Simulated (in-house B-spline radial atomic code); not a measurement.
Results of a calculation; reference values are marked as such.
# Cu at several levels of theory

Ground configuration [Ar] 3d10 4s1. All numbers come from a B-spline radial code for spherical atoms, all electrons, at the radial basis limit. Mean-field, RPA, GW and linear-response runs are scalar-relativistic (one-electron X2C), no spin-orbit coupling, without Breit or QED terms, open shells spin-polarised at highest spin; the many-body runs on Dirac-Hartree-Fock orbitals are four-component, and their energies hold both.

RPA overbinds a lone outer s electron by self-correlation, and G0W0 tends to as well.

**Ionisation energy.** The reference is 7.726 eV (NIST, measured).

```json
{"method": "minus the highest LDA VWN5 level", "value (eV)": "5.18", "minus reference (eV)": "-2.54"}
{"method": "LDA VWN5, difference of total energies", "value (eV)": "8.63", "minus reference (eV)": "+0.90"}
{"method": "PBE, difference of total energies", "value (eV)": "8.38", "minus reference (eV)": "+0.65"}
{"method": "exact exchange + RPA on PBE", "value (eV)": "8.27", "minus reference (eV)": "+0.55"}
{"method": "exact exchange + RPA + SOSEX on PBE", "value (eV)": "7.43", "minus reference (eV)": "-0.30"}
{"method": "r2SCAN, difference of total energies", "value (eV)": "8.25", "minus reference (eV)": "+0.53"}
{"method": "minus the highest PBE0 level", "value (eV)": "5.54", "minus reference (eV)": "-2.18"}
{"method": "PBE0, difference of total energies", "value (eV)": "7.97", "minus reference (eV)": "+0.24"}
{"method": "G0W0 on PBE0", "value (eV)": "8.06", "minus reference (eV)": "+0.33"}
{"method": "minus the highest B3LYP (VWN-RPA) level", "value (eV)": "5.50", "minus reference (eV)": "-2.22"}
{"method": "B3LYP (VWN-RPA), difference of total energies", "value (eV)": "8.25", "minus reference (eV)": "+0.53"}
{"method": "minus the highest CAM-B3LYP level", "value (eV)": "6.72", "minus reference (eV)": "-1.00"}
{"method": "minus the highest LC-wPBE level", "value (eV)": "7.78", "minus reference (eV)": "+0.05"}
{"method": "minus the highest Hartree-Fock level", "value (eV)": "6.69", "minus reference (eV)": "-1.03"}
{"method": "Hartree-Fock, difference of total energies", "value (eV)": "6.58", "minus reference (eV)": "-1.15"}
{"method": "G0W0 on Hartree-Fock", "value (eV)": "7.58", "minus reference (eV)": "-0.14"}
{"method": "MP2, difference of total energies", "value (eV)": "7.80", "minus reference (eV)": "+0.07"}
{"method": "Brueckner orbital with screened correlation (4s1/2)", "value (eV)": "7.42", "minus reference (eV)": "-0.30"}
```

Problem. Which methods come closest, and which lies farthest off?

Solution. Closest: minus the highest LC-wPBE level (+0.05 eV) and MP2, difference of total energies (+0.07 eV). Farthest: minus the highest LDA VWN5 level (-2.54 eV).

Run times on one thread of shared hosts: mean field, RPA, SOSEX and G0W0 on PBE, for the atom and its ion, 9.4 s (Arm Neoverse N1); Brueckner orbitals with all properties, 91 s (Intel Xeon Platinum 8559C).
